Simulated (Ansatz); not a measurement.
Reaction (redistribution): `N[SiH](N)[GeH3]` + `[AlH2][NH][SiH3]` → `N[SiH](N)N[SiH3]` + `[AlH2][GeH3]`

Isolated molecules relaxed with PBE0-D4/def2-TZVP in Ansatz; ΔE leaves out vibrations. CCSD(T)/CBS adds triple-zeta CCSD(T) − MP2 to the extrapolated MP2 energy (def2 sets, frozen cores). DFT in def2-TZVPP. B3LYP here is the variant with VWN-RPA as its local correlation; programs differ in this. For Ge outer-core shells are correlated without core-valence functions, which leaves a few kJ/mol of doubt a bond. Scalar relativity is left out up to krypton. One conformer a species, not always the lowest.

| level | ΔE (kJ/mol) |
| --- | --- |
| B3LYP-D4 | 11.2 |
| ωB97X-V | 9.1 |
| ωB97M-V | 7.9 |
| r2SCAN | 12.1 |
| CCSD/def2-TZVPP | 7.5 |
| HF/def2-QZVPP | 3.3 |
| HF/CBS(def2) | 3.4 |
| CCSD/CBS(def2) | 8.3 |

Problem. What does CCSD(T)/CBS give? (Best estimate.)

Solution. Ansatz gave: +9.7 kJ/mol. The listed levels differ from it by 1.5, -0.6, -1.8, 2.4, -2.2, -6.4, -6.3, -1.4 kJ/mol.

Largest T1 diagnostic among the species: 0.012.

In def2-TZVPP, CCSD(T) changes the Hartree–Fock value by +6.1 kJ/mol (the triples alone add +1.4 kJ/mol) and MP2 by +8.9 kJ/mol. From PBE to PBE0 (25 % exact exchange), in def2-TZVPP and without D4, ΔE moves by −5.1 kJ/mol.
